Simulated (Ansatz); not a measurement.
Job for Ansatz (a program for electronic structure): R-CCSD(T)/def2-SVP on CH4SSn (SMILES [CH3][Sn][SH]), a point of a torsion scan. Elements past Kr take the def2 small-core potentials; no spin–orbit coupling. The run froze 15 orbitals, filled d shells among them.

Ansatz 0.2 input:
```yaml
crystal:
  periodic: [false, false, false]
  atoms:
    - {symbol: C, position_ang: [-1.06001076, -0.11003230, 0.01456734]}
    - {symbol: Sn, position_ang: [0.28603582, 1.70274799, -0.13187613]}
    - {symbol: S, position_ang: [2.39559657, 0.43986265, 0.14256490]}
    - {symbol: H, position_ang: [-1.01521616, -0.66395718, -0.92660993]}
    - {symbol: H, position_ang: [-2.10779445, 0.12691613, 0.20591235]}
    - {symbol: H, position_ang: [-0.72182329, -0.79052592, 0.79810439]}
    - {symbol: H, position_ang: [2.92925727, 0.79549115, -1.01767679]}
basis:
  gaussian:
    orbitals: def2-SVP
magnetization: {spin_polarized: false}
correlation: {method: ccsd_t, electrons: outside_noble_gas}
scf: {lower_state_search: off}
```

The head of its log:

```
WARN ansatz: RAYON_NUM_THREADS=1 ignored (pool sized by the plan → 1); use --threads N
Functional definition: HF
these checks for a lower state are left out or cut short: stability, starts, cluster_reference, orbital_swaps, neighbouring_geometries, increment
integrals: 0.07 GiB planned
859 factors; integrals over basis functions are off by at most 1.2e-3 eV
mean field: 0.16 GiB planned
mean field evaluation 1: about -17710.3228 eV, gradient 2.7e1 eV
mean field evaluation 2: about -17710.3304 eV, gradient 2.7e1 eV
mean field evaluation 4: about -17712.7349 eV, gradient 2.4e0 eV
mean field evaluation 8: about -17712.7763 eV, gradient 7.8e-4 eV
mean field -17712.77628856 eV, -650.9325224536 hartree, gradient 6.3e-6 eV, S^2 0.000000; 0 other end points of the search recorded, 0 dependent functions left out
15 core orbitals not correlated
reference -17712.77628856 eV, -650.9325224536 hartree; 9, 9 occupied and 54, 54 virtual orbitals, 859 factors
```

Predict the final total energy.

-651.3324 hartree (reference determinant -650.9325, T1 diagnostic 0.015).
